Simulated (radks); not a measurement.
Task: All-electron atom: B+ in [He] 2s1 3s1 (not the ground configuration). Method: non-relativistic Kohn-Sham, PBEsol, spin-polarised, spherical densities, point nucleus; open shells are filled with parallel spins first; computed with a radial shooting solver on a logarithmic mesh with Libxc functionals. Some entries of the table are withheld. Estimate them.

orbital,occ.,eigenvalue (Ry),<r^2> (bohr^2)
1s up,1,-14.90240,0.1472
1s down,1,-14.84091,0.1469
2s up,1,-1.90910,(1)
3s up,1,(2),23.77

Result: 
(1) 2s up <r^2> (bohr^2): 3.205
(2) 3s up eigenvalue (Ry): -0.53387
